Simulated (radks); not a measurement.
Task: Successive ionisation energies (eV) of one element, from differences of total energies of ions in their ground configurations, starting at charge 0: 7.155, 16.541, 26.569, 38.175, 50.639, 63.696, 123.38, 145.41, 160.31, 184.93, 210.91, 214.78, 258.99, 292.61, 327.59, 364.12, 391.78, 420.72, 459.54, 499.48, 540.46, 597.20. Calculated with a radial shooting solver on a logarithmic mesh with Libxc functionals: scalar-relativistic Kohn-Sham, r2SCAN, spin-polarised, spherical densities, finite nucleus; open shells are filled with parallel spins first (spin-orbit coupling, left out, can overturn this in heavy ions); meta-GGA in the generalised Kohn-Sham scheme; Fermi nuclear charge, rms radius 5.3658 fm. Which element is it?

Result: Tungsten (Z = 74). The first species listed is W in [Xe] 4f14 5d4 6s2, the last W21+ in [Kr] 4d10 4f7.
